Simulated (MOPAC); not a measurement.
Input for MOPAC: AM1 on CH4SeTe (SMILES C[Te][SeH]), a point of a torsion scan.

```
AM1 1SCF PRECISE CHARGE=0 THREADS=1
CH4SeTe

C     -0.98730417 1    -0.21418872 1     0.00007378 1
Te     0.06321809 1     1.66573336 1    -0.22833828 1
Se     2.33012137 1     0.69626468 1     0.16320326 1
H     -0.71922894 1    -0.89185066 1    -0.80057209 1
H     -2.04598169 1    -0.00015255 1    -0.04647587 1
H     -0.74969003 1    -0.66388889 1     0.95550138 1
H      2.35396403 1    -0.24288626 1    -0.93761840 1
```

Output:

```
*******************************************************************************
 **                                                                           **
 **                              MOPAC v23.2.5                                **
 **                                                                           **
 *******************************************************************************
 ** MOPAC's Digital Object Identifier: https://doi.org/10.5281/zenodo.6511958 **
 **                                                                           **
 ** Please cite the open-source release paper for use of this MOPAC version:  **
 ** J. E. Moussa and J. J. P. Stewart (2026)                                  **
 ** MOPAC: An open-source semiempirical molecular orbital program             **
 ** J. Open Source Softw., 11(119), 8025, https://doi.org/10.21105/joss.08025 **
 *******************************************************************************

                              AM1 CALCULATION RESULTS

 *******************************************************************************
 *  AM1        - The AM1 Hamiltonian to be used
 *
 *
 *
 *                 CHARGE ON SYSTEM = 0
 *
 *
 *
 *  PRECISE    - TIGHTER CRITERIA TO BE USED
 *  1SCF       - DO 1 SCF AND THEN STOP
 *  THREADS=1  - MULTI-THREADING NOT USED
 *  T=         - A TIME OF 172800.0 SECONDS REQUESTED
 *  DUMP=N     - RESTART FILE WRITTEN EVERY 7200.0 SECONDS REQUESTED
 *******************************************************************************
AM1 1SCF PRECISE CHARGE=0 THREADS=1
 CH4SeTe

   ATOM   CHEMICAL          X               Y               Z
  NUMBER   SYMBOL      (ANGSTROMS)     (ANGSTROMS)     (ANGSTROMS)

     1       C         -0.98730417  *  -0.21418872  *   0.00007378  *
     2      Te          0.06321809  *   1.66573336  *  -0.22833828  *
     3      Se          2.33012137  *   0.69626468  *   0.16320326  *
     4       H         -0.71922894  *  -0.89185066  *  -0.80057209  *
     5       H         -2.04598169  *  -0.00015255  *  -0.04647587  *
     6       H         -0.74969003  *  -0.66388889  *   0.95550138  *
     7       H          2.35396403  *  -0.24288626  *  -0.93761840  *



          CARTESIAN COORDINATES

    NO.       ATOM           X           Y           Z

     1         C         -0.9873     -0.2142      0.0001
     2        Te          0.0632      1.6657     -0.2283
     3        Se          2.3301      0.6963      0.1632
     4         H         -0.7192     -0.8919     -0.8006
     5         H         -2.0460     -0.0002     -0.0465
     6         H         -0.7497     -0.6639      0.9555
     7         H          2.3540     -0.2429     -0.9376

  H: (AM1): M.J.S. DEWAR ET AL, J. AM. CHEM. SOC. 107 3902-3909 (1985)
  C: (AM1): M.J.S. DEWAR ET AL, J. AM. CHEM. SOC. 107 3902-3909 (1985)
 Se: (AM1): J. J. P. STEWART, J. MOL. MOD., 10, 155-164 (2004)
 Te: (AM1): J. J. P. STEWART, J. MOL. MOD., 10, 155-164 (2004)

           Empirical Formula: C H4 Te Se  =     7 atoms



      MOLECULAR POINT GROUP   :   C1


      RHF CALCULATION, NO. OF DOUBLY OCCUPIED LEVELS = 10


 -------------------------------------------------------------------------------
 AM1 1SCF PRECISE CHARGE=0 THREADS=1
 CH4SeTe



     1SCF WAS SPECIFIED, SO BFGS WAS NOT USED
     SCF FIELD WAS ACHIEVED


                              AM1 CALCULATION
                                                       MOPAC v23.2.5 Linux




          FINAL HEAT OF FORMATION =         23.68536 KCAL/MOL =      99.09955 KJ/MOL


          COSMO AREA              =        124.63 SQUARE ANGSTROMS
          COSMO VOLUME            =        117.09 CUBIC ANGSTROMS

          IONIZATION POTENTIAL    =          7.290834 EV
          HOMO LUMO ENERGIES (EV) =         -7.291 -2.306
          NO. OF FILLED LEVELS    =         10
          MOLECULAR WEIGHT        =        222.6026         POINT GROUP:  C1

          MOLECULAR DIMENSIONS (Angstroms)

            Atom       Atom       Distance
            H     7    H     5     4.49584
           Te     2    H     4     2.68635
            H     4    H     6     1.59777


          SCF CALCULATIONS        =          1





   ATOM   CHEMICAL          X               Y               Z
  NUMBER   SYMBOL      (ANGSTROMS)     (ANGSTROMS)     (ANGSTROMS)

     1       C         -0.98730417  *  -0.21418872  *   0.00007378  *
     2      Te          0.06321809  *   1.66573336  *  -0.22833828  *
     3      Se          2.33012137  *   0.69626468  *   0.16320326  *
     4       H         -0.71922894  *  -0.89185066  *  -0.80057209  *
     5       H         -2.04598169  *  -0.00015255  *  -0.04647587  *
     6       H         -0.74969003  *  -0.66388889  *   0.95550138  *
     7       H          2.35396403  *  -0.24288626  *  -0.93761840  *

                             CARTESIAN COORDINATES

   1    C       -0.987304170    -0.214188720     0.000073780
   2   Te        0.063218090     1.665733360    -0.228338280
   3   Se        2.330121370     0.696264680     0.163203260
   4    H       -0.719228940    -0.891850660    -0.800572090
   5    H       -2.045981690    -0.000152550    -0.046475870
   6    H       -0.749690030    -0.663888890     0.955501380
   7    H        2.353964030    -0.242886260    -0.937618400


           Empirical Formula: C H4 Te Se  =     7 atoms



      MOLECULAR POINT GROUP   :   C1


                  EIGENVALUES
 -30.58406 -22.91722 -19.50951 -14.30475 -14.25888 -12.76774 -11.16678 -10.02584
  -8.42506  -7.29083  -2.30644  -0.21107   0.31660   4.14943   4.20529   4.79969


              NET ATOMIC CHARGES AND DIPOLE CONTRIBUTIONS

  ATOM NO.   TYPE          CHARGE      No. of ELECS.   s-Pop       p-Pop
    1          C          -0.395623        4.3956     1.25495     3.14067
    2         Te           0.180653        5.8193     1.95552     3.86382
    3         Se          -0.067833        6.0678     1.97299     4.09484
    4          H           0.094004        0.9060     0.90600
    5          H           0.102207        0.8978     0.89779
    6          H           0.101061        0.8989     0.89894
    7          H          -0.014469        1.0145     1.01447
 DIPOLE           X         Y         Z       TOTAL
 POINT-CHG.    -0.685     0.917    -0.107     1.150
 HYBRID        -0.326    -1.999    -0.367     2.059
 SUM           -1.011    -1.082    -0.474     1.555


          ATOMIC ORBITAL ELECTRON POPULATIONS

     Atom    s        px        py        pz
    1  C   1.25495   1.05360   1.03378   1.05329
    2 Te   1.95552   0.89135   1.01903   1.95345
    3 Se   1.97299   1.24173   1.51787   1.33525
    4  H   0.90600
    5  H   0.89779
    6  H   0.89894
    7  H   1.01447

 **********************
 *                    *
 * JOB ENDED NORMALLY *
 *                    *
 **********************




 == MOPAC DONE ==
```

The run finished.

Cost: around 0.03 core-seconds (rough).
